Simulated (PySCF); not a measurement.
Run record: geometry optimisation, `S=C=C(Br)CBr`.

Computed with PBE0-D3(BJ)/def2-SVP geometry optimisation, gas phase (PySCF 2.14.0). Start geometry: GFN2-xTB. A driver script takes a list of jobs; this job's settings line and coordinates (Å) are shown.

Input:
```
{"job": {"xc": "PBE0", "basis": "def2-SVP", "d3": "d3bj", "grid": 1, "maxiter": 30, "shake": 0.01, "kind": "geom"}, "charge": 0, "multiplicity": 1}
S      2.992620    -0.726630     0.184700
C      1.539990    -0.109890     0.058480
C      0.340560     0.419940    -0.101290
Br     0.280130     2.354620     0.019990
C     -0.917060    -0.316670    -0.246090
Br    -1.824130    -0.581710     1.514580
H     -0.743910    -1.310420    -0.638430
H     -1.613070     0.251630    -0.844390
```

Output:
```
step   0  E = -5660.27427002  max force = 0.027633
step   1  E = -5660.27574824  max force = 0.008646
step   2  E = -5660.27659713  max force = 0.006007
step   3  E = -5660.27707541  max force = 0.003409
step   4  E = -5660.27715316  max force = 0.000914
step   5  E = -5660.27722339  max force = 0.001678
step   6  E = -5660.27725569  max force = 0.001421
step   7  E = -5660.27726641  max force = 0.000318
optimisation converged
```

Energies in Eh; «max force» is the largest Cartesian gradient component in Eh/bohr.

Give the first gradient maximum in eV/Å.

With 1 Eh/bohr = 51.422 eV/Å, 1.421 eV/Å.

Summary of the converged run: final energy -5660.27727 Eh after 7 steps; dipole 1.73 D.

Where do the atoms end?

0.127 Å rms from the input after alignment:
```
atom  x, y, z in Å
S1     2.9644   -0.7812    0.0574
C2     1.5601   -0.1183    0.0107
C3     0.3645    0.4398   -0.0430
Br4    0.2848    2.3160    0.1738
C5    -0.9012   -0.3053   -0.2157
Br6   -1.9552   -0.4174    1.4360
H7    -0.7063   -1.3391   -0.5258
H8    -1.5562    0.1867   -0.9456
```

On one thread, Arm Neoverse V2 (aarch64) (shared host), this took 73 s wall and 0.58 GiB of memory at its peak.
Labels such as C1 count atoms from 1, the log's own numbers from 0.
